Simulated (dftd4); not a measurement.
BaCl₂ (SMILES [Cl][Ba][Cl]), singlet, at a GFN2-xTB geometry (such geometries of metal compounds can be far from the true shape); D4 for pbe0 run with dftd4.

The dftd4 input:
```
$ dftd4 mol.xyz --func pbe0 --charge 0 --json dftd4.json --noedisp

# file mol.xyz
3

Ba     0.29970232     0.35674088     0.39460706
Cl     0.97266002    -0.25073526    -2.06809506
Cl    -1.95991471    -0.92441117     0.76821298
```

Q: What does dftd4 print? Leave out banner, timings and long lists.

A: 
```
                    ____  _____ _____     ____  _  _
      -------------|  _ \|  ___|_   _|---|  _ \| || |------------
     |             | | | | |_    | | ___ | | | | || |_           |
     |             | |_| |  _|   | ||___|| |_| |__   _|          |
     |             |____/|_|     |_|     |____/   |_|            |
     |             ===================================           |
     |            E. Caldeweyher, S. Ehlert & S. Grimme          |
     |          Mulliken Center for Theoretical Chemistry        |
     |                    University of Bonn                     |
      -----------------------------------------------------------

Rational (Becke-Johnson) damping: pbe0-D4-ATM
---------------------
  s6         1.0000
  s8         1.2007
  s9         1.0000
  a1         0.4009
  a2         5.0293
 alp        16.0000
--------------------

Dispersion energy:      -2.3060179474508E-03 Eh

[Info] JSON dump of results written to 'dftd4.json'
```
